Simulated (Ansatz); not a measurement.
A nudged elastic band was laid between two geometries of Cl2H2OSn + H3P (10 atoms, charge 0, multiplicity 1).

All numbers below come from RKS PBE0/def2-SVP in Ansatz 0.2.0.

* movable images: 7
* climbing image: yes
* spring: 5.0 eV/Å²
* optimiser: quadratic models (default)
* start path: through a guess of the saddle point
* force threshold: 0.03 eV/Å
* iteration limit: 60
* end points: relaxed

Initial state:

```xyz
10
Properties=species:S:1:pos:R:3
Sn -0.686 -0.492 -0.201
O -0.734 -0.197 1.730
H -0.127 0.524 1.971
Cl 1.556 -0.461 -0.905
Cl -1.711 1.297 -1.312
H -1.436 -1.962 -0.591
P 1.838 2.078 1.711
H 2.222 3.160 2.555
H 2.024 2.793 0.495
H 3.122 1.464 1.694
```

Final state:

```xyz
10
Properties=species:S:1:pos:R:3
Sn 0.660 0.390 -0.094
O -0.537 0.814 2.266
H -0.905 0.034 2.698
Cl 1.589 0.101 -2.261
Cl -1.534 1.158 -0.625
H 0.539 -1.211 0.488
P 1.970 2.246 0.939
H 2.548 1.355 1.896
H 3.037 2.080 0.003
H -1.300 1.236 1.838
```

(1) What changes between the two ends?

(2) Give the energies along the band, and the barrier.

(3) What is the geometry of the highest image?

Results:

(1) Bonds broken: Sn1–O2, P7–H10. Bonds formed: Sn1–P7, O2–H10. Cl2H2OSn + H3P becomes Cl2H3PSn + H2O.

(2) It converged. The highest image is number 4 of 0 to 8, 1.29 eV above the first end and 1.85 eV above the last; the last end lies 0.56 eV below the first. The profile has 2 maxima (images 1, 4) with wells between them (image 2): this band takes more than one step, which may be the mechanism or a detour left from its start path. Neighbouring images differ by up to 1.6 eV, so the band resolves the path poorly. A vibrational analysis at the climbing image gives one clearly imaginary mode, 1087i cm⁻¹: a first-order saddle point. The orbitals stay closed-shell, which can raise the energy where a bond breaks towards radicals; this wasn't checked here.

```tsv
image	path coordinate (Å)	energy (eV)	Sn1–O2 (Å)	P7–H10 (Å)	Sn1–P7 (Å)
0	0.00	0.00	1.95	1.42	4.08
1	2.16	0.17	1.96	1.43	4.44
2	4.32	0.14	1.96	1.43	4.69
3	6.48	0.15	1.96	1.43	4.40
4	8.64	1.29	2.10	1.63	3.01
5	10.53	-0.35	2.69	2.63	2.52
6	12.43	-0.54	2.66	3.05	2.51
7	14.33	-0.56	2.69	3.00	2.50
8	16.22	-0.56	2.68	3.54	2.50
```

(3) 
```xyz
10
Properties=species:S:1:pos:R:3
Sn 0.226 0.121 0.037
O -0.069 0.189 2.113
H -0.776 -0.215 2.642
Cl 2.302 -0.619 -0.830
Cl -0.888 1.726 -1.301
H -0.755 -1.262 -0.204
P 1.656 2.358 1.456
H 2.697 1.671 0.780
H 1.035 2.967 0.334
H 0.641 1.267 2.119
```

Time of the run: 5.1 min on 4 threads of AMD EPYC 9R45 96-Core Processor (Zen 5), on a shared host, peak memory 0.39 GiB.
